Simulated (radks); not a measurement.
Results of a calculation; reference values are marked as such.
Spherical jellium clusters: N electrons in a uniform positive sphere of charge N and radius rs N^(1/3), rs = 2.89 bohr. Level of theory: non-relativistic Kohn-Sham, LDA (Slater exchange, Perdew-Wang correlation), spin-polarised, spherical densities (a radial shooting solver with Libxc functionals). Levels are named by radial order and angular momentum (1s, 1p, 1d, 2s, ...), and open shells are averaged over m.

N = 24, configuration 1s2 1p6 1d10 2s2 1f(up 4, down 0). This is the lowest configuration that the search found. Occupied and some empty levels:

level,occupation,eigenvalue (eV),<r> (bohr)
1s up,1,-7.8816,5.106
1s down,1,-7.6824,4.944
1p up,3,-6.5308,6.097
1p down,3,-6.2425,6.015
1d up,5,-4.8558,6.837
1d down,5,-4.5219,6.813
2s up,1,-4.1223,5.847
2s down,1,-3.9335,5.935
1f up,4,-2.9451,7.543
1f down,0,-2.5996,7.579
2p up,0,-2.1379,7.484
2p down,0,-1.9576,7.590
1g up,0,-0.91061,8.437
1g down,0,-0.59169,8.609
2d up,0,-0.55571,10.31
2d down,0,-0.41895,10.76

Energy (eV): total -36.1346, kinetic 75.345, external -2203.3, Hartree 1078.1, exchange-correlation -114.40, background 1128.1.
